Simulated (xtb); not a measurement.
xtb input (GFN1-xTB):

```bash
xtb mol.xyz --gfn 1 --sp --chrg 0 --uhf 0
```
mol.xyz:
```
2

In    -0.00000000    -0.00000000    -0.62875443
Cl     0.00000000     0.00000000     1.81229218
```

End of the output:

```
         :::::::::::::::::::::::::::::::::::::::::::::::::::::
         ::                     SUMMARY                     ::
         :::::::::::::::::::::::::::::::::::::::::::::::::::::
         :: total energy              -5.864382685033 Eh    ::
         :: gradient norm              0.039977635805 Eh/a0 ::
         :: HOMO-LUMO gap              7.185152177726 eV    ::
         ::.................................................::
         :: SCC energy                -5.866754192574 Eh    ::
         :: -> electrostatic           0.013589215395 Eh    ::
         :: repulsion energy           0.002806112249 Eh    ::
         :: dispersion energy         -0.000434604709 Eh    ::
         :: halogen bond corr.         0.000000000000 Eh    ::
         :: add. restraining           0.000000000000 Eh    ::
         :: total charge              -0.000000000000 e     ::
         :::::::::::::::::::::::::::::::::::::::::::::::::::::

           -------------------------------------------------
          |                Property Printout                |
           -------------------------------------------------

    * Orbital Energies and Occupations

         #    Occupation            Energy/Eh            Energy/eV
      -------------------------------------------------------------
         1        2.0000           -0.8509547             -23.1557
         2        2.0000           -0.6483611             -17.6428
         3        2.0000           -0.4409701             -11.9994
         4        2.0000           -0.4409701             -11.9994
         5        2.0000           -0.4226879             -11.5019 (HOMO)
         6                         -0.1586384              -4.3168 (LUMO)
         7                         -0.1586384              -4.3168
         8                         -0.1566374              -4.2623
         9                         -0.1566374              -4.2623
        10                         -0.1237202              -3.3666
        11                         -0.1204056              -3.2764
        12                         -0.1204056              -3.2764
        13                          0.0156114               0.4248
        14                          0.0221661               0.6032
        15                          0.0221661               0.6032
        16                          0.0291885               0.7943
       ...                                ...                  ...
        18                          0.1472594               4.0071
      -------------------------------------------------------------
                  HL-Gap            0.2640495 Eh            7.1852 eV
             Fermi-level           -0.2906632 Eh           -7.9093 eV

  Mulliken/CM5 charges         n(s)   n(p)   n(d)
     1In    0.47331  0.48119   1.976  0.432  0.119
     2Cl   -0.47331 -0.48119   1.907  5.563  0.002
Note: The following floating-point exceptions are signalling: IEEE_DENORMAL
normal termination of xtb

Wiberg/Mayer (AO) data.
largest (>0.10) Wiberg bond orders for each atom

 ---------------------------------------------------------------------------
     #   Z sym  total        # sym  WBO       # sym  WBO       # sym  WBO
 ---------------------------------------------------------------------------
     1  49 In   0.946 --     2 Cl   0.946
     2  17 Cl   0.946 --     1 In   0.946
 ---------------------------------------------------------------------------

Topologies differ in total number of bonds
Writing topology from bond orders to xtbtopo.mol

 dipole moment from electron density (au)
     X       Y       Z
   0.0000   0.0000  -2.7406  total (Debye):    6.966

           -------------------------------------------------
          | TOTAL ENERGY               -5.864382685033 Eh   |
          | GRADIENT NORM               0.039977635805 Eh/α |
          | HOMO-LUMO GAP               7.185152177726 eV   |
           -------------------------------------------------

------------------------------------------------------------------------
------------------------------------------------------------------------
 total:
 SCF:
```
